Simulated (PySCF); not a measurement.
# Input and output

PrOF (singlet in the valence; each metal's 4f electrons, 2 of them, lie in its core potential, out of spins and levels). PySCF 2.14.0, RKS PBE0, Pr lcecp-1-TZVP with ECP48, O def2-TZVP, F def2-TZVP; non-relativistic Hamiltonian with scalar-relativistic core potentials where named; density fitting; no spin-orbit coupling. Purpose: basis and core treatment f-in-core-III/TZVP.

```python
mol = gto.M(atom='''
Pr     0.04407     0.00000    -0.37785
O      1.56956     0.00000     0.72409
F     -1.70296     0.00000     0.80825''',
    basis={'Pr': 'lcecp-1-TZVP', 'O': 'def2-TZVP', 'F': 'def2-TZVP'},
    ecp={'Pr': 'lcecp-1-TZVP'},
    charge=0, spin=0)
mf = dft.RKS(mol, xc='PBE0')
mf.grids.atom_grid = (75, 302)  # f atoms: unpruned, at least (60, 302)
mf = mf.density_fit()  # fitting sets: Pr AutoAux, O def2-universal-JKFIT, F def2-universal-JKFIT
mf.conv_tol = 1e-08; mf.max_cycle = 55
mf.kernel(dm0)  # dm0: free metal ions and neutral atoms
mf.nuc_grad_method().kernel()
```

Run from Python with OMP_NUM_THREADS=2; the lines above give its settings. Where DIIS fails, smearing, a level shift and second-order steps follow.
It took 5.5 s on 2 threads of Arm Neoverse V1 (shared host).

Task: Where do the frontier levels lie, over both spins?

Result: HOMO -6.60 eV, LUMO -1.95 eV. The 4f levels lie in the core potential and are missing.

Task: What are the Mulliken charges and spins?

Result: 
```tsv
atom	charge (e)	spin (e)
Pr1	1.272	0.000
O2	-0.699	0.000
F3	-0.573	0.000
```
The spin of the 4f electrons in the core isn't counted.

Task: What forces act on the atoms (eV/Å)?

Result: 
```
Pr   0.32  0.00  0.02
O   -0.13  0.00 -0.13
F   -0.19  0.00  0.11
```
Forces carry noise of the integration grid, about 0.01 to 0.03 eV/Å.

The geometry was relaxed with PBE0 (Pr lcecp-1-SVP with ECP48, O def2-SVP, F def2-SVP).

An lcecp potential fixes the number of 4f electrons, so in runs with it no electron can move into or out of that shell.
